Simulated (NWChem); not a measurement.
Program: NWChem. System: H$_{4}$Si$_{2}$, charge 0, spin multiplicity 1, at a geometry optimised with PBE/def2-SVP. The structure started from a generated list of species. Level: B3LYP/3-21G, VWN1-RPA local correlation.

Input file:

```
start mol
memory heap 200 mb stack 900 mb global 1100 mb
geometry units angstroms nocenter noautoz noautosym
  Si    -1.036902    -0.262550     0.061898
  Si     1.266944     0.341060    -0.189753
  H     -1.323491    -1.556230     0.785209
  H     -1.864885    -0.222484    -1.196435
  H     -1.527980     0.866694     0.953013
  H      1.495769    -0.187123     1.248182
end
basis spherical
  * library 3-21g
end
dft
  xc b3lyp
  semidirect memsize 60000000 filesize 0
  iterations 100
end
task dft energy
```

NWChem printed:

```
             Northwest Computational Chemistry Package (NWChem) 7.3.0
             --------------------------------------------------------

                                NWChem Input Module
                                -------------------

 Scaling coordinates for geometry "geometry" by  1.889725989
 (inverse scale =  0.529177249)

                             Geometry "geometry" -> ""
                             -------------------------

 Output coordinates in angstroms (scale by  1.889725989 to convert to a.u.)

  No.       Tag          Charge          X              Y              Z
 ---- ---------------- ---------- -------------- -------------- --------------
    1 Si                  14.0000    -1.03690200    -0.26255000     0.06189800
    2 Si                  14.0000     1.26694400     0.34106000    -0.18975300
    3 H                    1.0000    -1.32349100    -1.55623000     0.78520900
    4 H                    1.0000    -1.86488500    -0.22248400    -1.19643500
    5 H                    1.0000    -1.52798000     0.86669400     0.95301300
    6 H                    1.0000     1.49576900    -0.18712300     1.24818200

 Effective nuclear repulsion energy (a.u.)      73.3922882923

            Nuclear Dipole moment (a.u.)
            ----------------------------
        X                 Y               Z
 ---------------- ---------------- ----------------
     0.0000018897    -0.0000056692    -0.0000018897


 Summary of "ao basis" -> "" (spherical)
 ------------------------------------------------------------------------------
       Tag                 Description            Shells   Functions and Types
 ---------------- ------------------------------  ------  ---------------------
 *                           3-21g                    on all atoms

                                 NWChem DFT Module
                                 -----------------

 Summary of "ao basis" -> "ao basis" (spherical)
 ------------------------------------------------------------------------------
       Tag                 Description            Shells   Functions and Types
[...]
 Vector   16  Occ=2.000000D+00  E=-2.381963D-01
              MO Center=  9.9D-01,  3.1D-01, -2.3D-01, r^2= 3.5D+00
   Bfn.  Coefficient  Atom+Function         Bfn.  Coefficient  Atom+Function
  ----- ------------  ---------------      ----- ------------  ---------------
    23      0.541942  2 Si s                 20      0.268222  2 Si px
    11     -0.244747  1 Si px                 7     -0.234729  1 Si px
    10     -0.219550  1 Si s                 22     -0.187200  2 Si pz
    24      0.180282  2 Si px                19      0.176331  2 Si s
    28      0.168760  3 H  s                 15     -0.167532  2 Si s

 Vector   17  Occ=0.000000D+00  E=-1.318469D-01
              MO Center=  1.1D+00,  3.1D-01, -1.6D-01, r^2= 2.9D+00
   Bfn.  Coefficient  Atom+Function         Bfn.  Coefficient  Atom+Function
  ----- ------------  ---------------      ----- ------------  ---------------
    25      0.561398  2 Si py                21      0.399542  2 Si py
    26      0.226389  2 Si pz                32     -0.213279  5 H  s
    17     -0.197440  2 Si py                22      0.167018  2 Si pz
    24     -0.160721  2 Si px                28      0.154964  3 H  s
    20     -0.125395  2 Si px                12      0.088461  1 Si py

 Vector   18  Occ=0.000000D+00  E= 1.353926D-02
              MO Center=  4.6D-01,  3.0D-02, -6.6D-02, r^2= 5.5D+00
   Bfn.  Coefficient  Atom+Function         Bfn.  Coefficient  Atom+Function
  ----- ------------  ---------------      ----- ------------  ---------------
    24      1.058655  2 Si px                11      0.977134  1 Si px
    10      0.931157  1 Si s                 23     -0.622550  2 Si s
    34     -0.334587  6 H  s                 20      0.282614  2 Si px
    28     -0.283916  3 H  s                 26      0.277840  2 Si pz
    25      0.262171  2 Si py                13     -0.211315  1 Si pz

 Vector   19  Occ=0.000000D+00  E= 6.130941D-02
              MO Center=  4.0D-02,  6.1D-03,  5.3D-02, r^2= 5.0D+00
   Bfn.  Coefficient  Atom+Function         Bfn.  Coefficient  Atom+Function
  ----- ------------  ---------------      ----- ------------  ---------------
    34     -1.066577  6 H  s                 23      0.980015  2 Si s
    13      0.800612  1 Si pz                26      0.657495  2 Si pz
    30      0.637416  4 H  s                 28     -0.567976  3 H  s
    10     -0.478304  1 Si s                 11     -0.454287  1 Si px
    12     -0.366203  1 Si py                25     -0.343374  2 Si py

 center of mass
 --------------
 x =   0.10049783 y =   0.03429835 z =  -0.05585569

 moments of inertia (a.u.)
 ------------------
          50.201153482105         -73.294783013400          24.325435864165
         -73.294783013400         322.492440742773           9.282209752661
          24.325435864165           9.282209752661         332.614451502271

     Multipole analysis of the density
     ---------------------------------

     L   x y z        total         alpha         beta         nuclear
     -   - - -        -----         -----         ----         -------
     0   0 0 0     -0.000000    -16.000000    -16.000000     32.000000

     1   1 0 0      0.117331      0.058665      0.058665      0.000002
     1   0 1 0     -0.092941     -0.046468     -0.046468     -0.000006
     1   0 0 1      0.084352      0.042177      0.042177     -0.000002

     2   2 0 0    -24.898105    -96.950883    -96.950883    169.003662
     2   1 1 0     -1.331926    -19.826821    -19.826821     38.321717
     2   1 0 1      0.417945      4.961053      4.961053     -9.504161
     2   0 2 0    -21.683609    -21.289108    -21.289108     20.894606
     2   0 1 1      1.489106      3.417369      3.417369     -5.345632
     2   0 0 2    -24.019350    -21.065765    -21.065765     18.112181

 Task  times  cpu:        0.7s     wall:        0.7s

 Total times  cpu:        0.8s     wall:        0.8s
```
